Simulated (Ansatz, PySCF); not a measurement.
The pair A = GaH3 (SMILES [GaH3]) (first 4 atoms), B = C2H6O (SMILES COC); geometry from B3LYP-D3(BJ)/def2-TZVP.
(charge 0, multiplicity 1):
```xyz
13

Ga     0.717     0.240     0.985
H      1.978    -0.697     1.120
H     -0.609    -0.376     0.377
H      0.901     1.806     0.934
C     -0.978     0.993     3.418
O      0.102     0.129     3.056
C     -0.042    -1.195     3.578
H     -1.048     1.054     4.506
H     -1.920     0.621     3.005
H     -0.754     1.972     3.004
H     -0.103    -1.153     4.668
H      0.839    -1.753     3.275
H     -0.940    -1.669     3.173
```

Correlated levels freeze the cores. Filled d and f shells under p-block atoms count as core. MP2 and its Hartree–Fock in aug-cc-pVTZ are density fitted. Rows in 6-31G* carry no dispersion term and start afresh at each structure (6-31G* with six Cartesian d functions); the Pople sets are all-electron and without relativity.

Codes used: Ansatz (Gaussian orbitals); PySCF for 6-31G* rows. Values without a source in brackets are computed.

Total energies (hartree), monomers frozen at their geometry in the pair:

```tsv
structure	PBE/def2-TZVPPD	B3LYP/6-31G*	MP2/aug-cc-pVTZ
AB	-2081.2317512	-2081.4483613	-2079.8622799
A in the pair's basis	-1926.3145685	-1926.3945535	-1925.0927973
B in the pair's basis	-154.8909201	-155.0279511	-154.7375741
A	-1926.3140198	-1926.3939486	-1925.0921848
B	-154.8908384	-155.0238084	-154.7368406
```

**Question.** Work out the interaction energy without and with the counterpoise correction, and the superposition error, for each level.

**Answer.** 
E(AB) − E(A) − E(B), times 627.509 kcal/mol, with the monomers in their own basis and then in the pair's basis:
- PBE/def2-TZVPPD: -16.88 uncorrected, -16.48 corrected; the monomers gain 0.40 kcal/mol from borrowed functions
- B3LYP/6-31G*: -19.20 uncorrected, -16.23 corrected; the monomers gain 2.98 kcal/mol from borrowed functions
- MP2/aug-cc-pVTZ: -20.87 uncorrected, -20.02 corrected; the monomers gain 0.84 kcal/mol from borrowed functions

Ansatz is an electronic-structure program.
